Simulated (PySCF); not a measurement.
## TlN⁺ at TPSSh

Computed with TPSSh; Tl def2-SVPD with ECP60, N def2-SVPD; scalar-relativistic core potentials (PySCF 2.14).

For TlN⁺, the state is ⁴Σ⁻ (quartet), unpaired electrons σ ↑, π ↑↑. The bond length is 3.000 Å. The harmonic wavenumber is 103 cm⁻¹ and the force constant is 0.0817 mdyn/Å. The rotational constant Be is 0.1429 cm⁻¹, the anharmonicity ωexe is 2.94 cm⁻¹ and the vibration–rotation constant αe is 0.00425 cm⁻¹. The bond order (Mayer) is 0.16 and the dipole moment (positive dipole points towards N; it is taken about the centre of mass and depends on that origin) is 0.12 D.

Spin–orbit coupling is left out, which matters for elements this heavy, above all for dissociation energies. The state is the lowest determinant that a PBE0 search found; another state may lie lower at other levels.
